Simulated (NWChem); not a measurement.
System: CH7Si2 cation

NWChem input:

```
start job
memory heap 200 mb stack 900 mb global 1100 mb
charge 1
geometry units angstroms
  Si     0.159101    -1.594174    -0.000086
  C     -0.863031    -0.128996    -0.000874
  Si     0.206080     1.532170     0.003881
  H      0.645565    -2.191970     1.263914
  H      0.652395    -2.188946    -1.262871
  H     -1.480717    -0.058863    -0.912856
  H     -1.484886    -0.061368     0.908471
  H     -0.819196     2.604429     0.009441
  H      1.040586     1.518694    -1.226055
  H      1.044183     1.510000     1.231316
end
basis spherical
  * library def2-svp
end
dft
  xc becke88 lyp
  iterations 150
end
driver
  maxiter 120
end
task dft optimize
task dft freq
```

The level has its own optimisation; frequencies are unscaled. Brackets give each atom's bonded neighbours.

Q: Predict the main results of this run. (BLYP/def2-SVP.) Quantities: r C–Si [C(HHSiSi)–Si(CHH)] (Å); r H–Si [H(Si)–Si(CHH)] (Å); r C–Si [C(HHSiSi)–Si(CHHH)] (Å); r C–H (Å); highest harmonic frequency (cm⁻¹); lowest (cm⁻¹); zero-point energy (kcal/mol).

A: 
| Item | Result |
|---|---|
| r C–Si [C(HHSiSi)–Si(CHH)] (Å) | 1.804 |
| r H–Si [H(Si)–Si(CHH)] (Å) | 1.489 |
| r C–Si [C(HHSiSi)–Si(CHHH)] (Å) | 2.014 |
| r C–H (Å) | 1.111 |
| highest harmonic frequency (cm⁻¹) | 3054 |
| lowest (cm⁻¹) | 87 |
| zero-point energy (kcal/mol) | 41.2 |
